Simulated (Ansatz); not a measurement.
Species: HgH (charge 0, doublet). The spin state was set by rule; other spins were not relaxed. SMILES: [HgH]
Geometry from a B3LYP-D3(BJ)/def2-TZVP (Ansatz, a program for electronic structure) optimisation:
```
Hg
H 1 1.7968
```
Charge 0, spin multiplicity 2.

Quantity: vertical ionisation energy (to the singlet state of charge +1; each state is the SCF solution reached for its spin; for the singlet T1 is 0.030), in eV. Cores are frozen in the correlated levels unless marked. Open shells are spin-unrestricted. No spin-orbit coupling. The frozen core is the preceding noble-gas configuration, with the filled d and f shells of earlier blocks. Past Kr the def2 sets carry scalar-relativistic core potentials. Basis-set limits of correlation are two-point, X^-3; Hartree-Fock from the larger set.

```json
[
 {"level": "SVWN5/def2-TZVPD", "program": "Ansatz", "vertical ionisation energy (eV)": "8.38"}
]
```

Question: Predict the CCSD(T)/CBS(def2-TZVPPD,def2-QZVPPD) result (Ansatz).

Answer: 8.23 eV
